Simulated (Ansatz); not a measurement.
Reaction (substitution at a C–Sn bond): `C#[C][SnH]([CH3])[Cl]` + `C[SiH2]SS` → `C[SiH2]SSC` + `C#[C][SnH2][Cl]`

Calculated with Ansatz (gas phase, PBE0-D4/def2-TZVP geometries, no zero-point term in ΔE). CCSD(T)/CBS is the MP2 limit (def2-TZVPP, def2-QZVPP) plus CCSD(T) − MP2 in def2-TZVPP, frozen cores. DFT in def2-TZVPP. B3LYP here is the variant with VWN-RPA as its local correlation; programs differ in this. HSE06 is defined as in plane-wave codes. def2 core potentials past Kr. For Sn outer-core shells are correlated without core-valence functions, which leaves a few kJ/mol of doubt a bond. Each species was taken in one conformer, which may not be the lowest.

(1) Is it downhill or uphill in electronic energy at CCSD(T)/CBS, and by how much? (Estimate.)

(2) What do these levels give: revPBE-D4, PBE0-D4, r2SCANh-D4, HSE06-D4, BHLYP-D4, ωB97M-V, PBE0, B3LYP, RPA@PBE/def2-TZVPP, HF/def2-SVP, CCSD(T)/def2-SVP, SCS-MP2/def2-QZVPP? (An estimate is asked.)

Largest T1 diagnostic among the species: 0.013.

## Answers

(1) The calculation gave: Uphill: ΔE = +37.5 kJ/mol.

(2) Ansatz gave: revPBE-D4 24.7, PBE0-D4 28.6, r2SCANh-D4 29.9, HSE06-D4 28.7, BHLYP-D4 31.0, ωB97M-V 31.5, PBE0 29.8, B3LYP 32.4, RPA@PBE/def2-TZVPP 35.8, HF/def2-SVP 31.0, CCSD(T)/def2-SVP 27.9, SCS-MP2/def2-QZVPP 36.6 kJ/mol.

Leaving LDA and LC-ωPBE aside and taking each functional with its dispersion term where it has one, the values, not all of them listed here, spread over 9.6 kJ/mol, from B97M-V to B2PLYP. LDA lies −5.6 kJ/mol from PBE without D4. In def2-TZVPP, CCSD(T) changes the Hartree–Fock value by +4.1 kJ/mol (the triples alone add −0.8 kJ/mol) and MP2 by +5.5 kJ/mol.
